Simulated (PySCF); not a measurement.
AlPb⁺ from Hartree–Fock to correlated methods

State: ³Π (triplet), unpaired electrons σ ↑, π ↑. Set-up: basis Al cc-pV(D+d)Z, Pb cc-pVDZ-PP with ECP60; scalar-relativistic core potentials; PySCF 2.14. De refers to Al⁺ + Pb in their high-spin ground configurations, without counterpoise correction. The functionals are run spin-unrestricted. A positive dipole points towards Pb; it is taken about the centre of mass and depends on that origin.

```csv
Level,Re (Å),ωe (cm⁻¹),De (eV),μ (D)
UHF,3.255,126,n/a,-6.94
UHF-MP2,3.137,139,n/a,n/a
UHF-SCS-MP2,3.168,134,n/a,n/a
UHF-CCSD,3.152,141,n/a,n/a
UHF-CCSD(T),3.132,144,n/a,n/a
PBE,3.073,152,n/a,-5.22
PW91,3.070,153,n/a,-5.25
BP86,3.092,147,n/a,-5.40
r²SCAN,3.049,157,n/a,-5.38
PBE0,3.056,155,n/a,-5.50
M06,3.023,168,n/a,-5.12
LC-ωPBE,3.038,158,n/a,-5.86
```

(1) What does the step from GGA to meta-GGA do here, going from PBE to r²SCAN?

(2) What does the triples do here, going from UHF-CCSD to UHF-CCSD(T)?

(3) What does all correlation do here, going from UHF to UHF-CCSD(T)?

Correlated steps freeze 9 core orbitals. Spin–orbit coupling is left out, which matters for elements this heavy, above all for dissociation energies. The state was picked by a PBE0 search and need not be the measured ground state.

The whole job (state search and all levels along the bond) took about 2 min on 1 thread of Intel Xeon Platinum 8259CL @ 2.50GHz (shared host), peak memory 0.54 GiB.

Results:

(1) r²SCAN less PBE: -2.4 pm in Re, +3.3 % in ωe. 

(2) UHF-CCSD(T) less UHF-CCSD: -2.0 pm in Re, +2.1 % in ωe. Correlation nearly always deepens the well. The bond shortens, as in weak, metallic or heavy-atom bonds, where dispersion and the correlation of outer-core electrons pull the atoms together.

(3) UHF-CCSD(T) less UHF: -12.3 pm in Re, +14.3 % in ωe. Correlation nearly always deepens the well. The bond shortens, as in weak, metallic or heavy-atom bonds, where dispersion and the correlation of outer-core electrons pull the atoms together.
